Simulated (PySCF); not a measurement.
Ir(OH)2 (H2IrO2), SMILES [OH][Ir][OH] (connectivity only; charge and spin as stated), neutral, multiplicity 4.

Geometry optimised at PBE-D3(BJ)/def2-TZVP. The multiplicity is an assumed one; other spin states were not compared. The def2 effective core potentials stand for the cores of Ir; spin–orbit coupling is left out. Other conformers were not sampled.

All values below come from TDA-CAM-B3LYP/def2-SVPD (PySCF).

Vertical excitations. Gas-phase values at a fixed geometry.

```
state    energy (eV)  λ (nm)      f                                  main pairs
-------  -----------  ------  -----  ------------------------------------------
root 2          0.69    1795  0.000    β HOMO→LUMO+2 61 %, β HOMO−1→LUMO+1 38 %
root 3          0.70    1769  0.000    β HOMO−1→LUMO+2 52 %, β HOMO→LUMO+1 47 %
root 4          1.14    1092  0.000    β HOMO−1→LUMO+1 61 %, β HOMO→LUMO+2 38 %
root 5          1.19    1038  0.000    β HOMO→LUMO+1 51 %, β HOMO−1→LUMO+2 48 %
root 6          3.39     365  0.006                          β HOMO−2→LUMO 98 %
root 7          3.82     324  0.002                          β HOMO−3→LUMO 96 %
root 8          4.08     304  0.000                          β HOMO−4→LUMO 93 %
root 9          4.34     286  0.000                        β HOMO−2→LUMO+2 96 %
root 10         4.53     273  0.016  β HOMO−2→LUMO+1 67 %, β HOMO−3→LUMO+2 25 %
```
Unrestricted roots are not spin-pure.
